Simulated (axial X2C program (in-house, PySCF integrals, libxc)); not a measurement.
## Curves of RuCN from open-shell CI on d6 s1 p(π)0

Computed with an in-house all-electron X2C program for linear molecules (integrals from PySCF): two-component X2C with atomic mean-field Coulomb and Gaunt terms, basis Ru dyall-v3z, C dyall-v3z, N dyall-av3z (cores contracted in-house). Orbitals come from Hartree–Fock averaged over the configuration Ru d6 s1 p(π)0; CI then distributes these electrons over the d, s, p(π) shells of Ru.

Scan along the Ru–C bond with CN moving as one mass, its bond held at 1.160 Å; masses Ru 101.904 u, C 12.000 u, N 14.003 u. Energies in cm⁻¹ from the lowest point; levels are followed by energy order within each Ω. Lowest level at 2.207 Å: 100% d6 s1.

```json
{"R (Å)": "2.053", "(1)Ω=9/2": "1646", "(1)Ω=7/2": "1964", "(1)Ω=5/2": "2292", "(1)Ω=3/2": "2632", "(1)Ω=1/2": "2986"}
{"R (Å)": "2.130", "(1)Ω=9/2": "468", "(1)Ω=7/2": "788", "(1)Ω=5/2": "1118", "(1)Ω=3/2": "1460", "(1)Ω=1/2": "1818"}
{"R (Å)": "2.207", "(1)Ω=9/2": "0", "(1)Ω=7/2": "320", "(1)Ω=5/2": "651", "(1)Ω=3/2": "995", "(1)Ω=1/2": "1355"}
{"R (Å)": "2.295", "(1)Ω=9/2": "113", "(1)Ω=7/2": "433", "(1)Ω=5/2": "764", "(1)Ω=3/2": "1109", "(1)Ω=1/2": "1470"}
{"R (Å)": "2.384", "(1)Ω=9/2": "735", "(1)Ω=7/2": "1054", "(1)Ω=5/2": "1386", "(1)Ω=3/2": "1731", "(1)Ω=1/2": "2093"}
{"R (Å)": "2.483", "(1)Ω=9/2": "1840", "(1)Ω=7/2": "2158", "(1)Ω=5/2": "2488", "(1)Ω=3/2": "2832", "(1)Ω=1/2": "3195"}
{"R (Å)": "2.604", "(1)Ω=9/2": "3562", "(1)Ω=7/2": "3876", "(1)Ω=5/2": "4204", "(1)Ω=3/2": "4547", "(1)Ω=1/2": "4911"}
```

Question: Fit the curves (1)Ω=9/2, (1)Ω=7/2, (1)Ω=5/2, (1)Ω=3/2, (1)Ω=1/2 near their minima.

Answer: From the open-shell CI curves, Te from the lowest:

```csv
level,Te (cm⁻¹),Re (Å),ωe (cm⁻¹)
(1)Ω=9/2,0,2.234,363.9
(1)Ω=7/2,320,2.234,363.6
(1)Ω=5/2,652,2.233,363.4
(1)Ω=3/2,996,2.233,363.3
(1)Ω=1/2,1356,2.233,363.3
```

Without dynamic correlation distances can be off by several hundredths of an Å (long for ionic bonds, short for multiple bonds) and the wavenumbers are rough.

The 5 lowest curves are shown; the next is (2)Ω=1/2, from 1740 cm⁻¹.

Dynamic correlation is missing, so gaps between terms are too wide and other configurations may lie lower; the lowest level listed is that of this model, not necessarily the ground state. For d shells the ligand-field splittings (σ, π, δ) and their order can be off by a thousand cm⁻¹ or more. At most 4 roots were kept for each Ω > 0 (twice that for Ω = 0) within 3.2 eV of the lowest, so higher up levels can be missing between those listed; levels with Ω > 0 are doubly degenerate and listed once, Ω = 0 levels singly. Some active spinors are only partly of the character that their shell is named for, so the shell names and counts are nominal. States that fill the shells left empty in the average are placed too high. The molecule was held linear; bending was not examined.
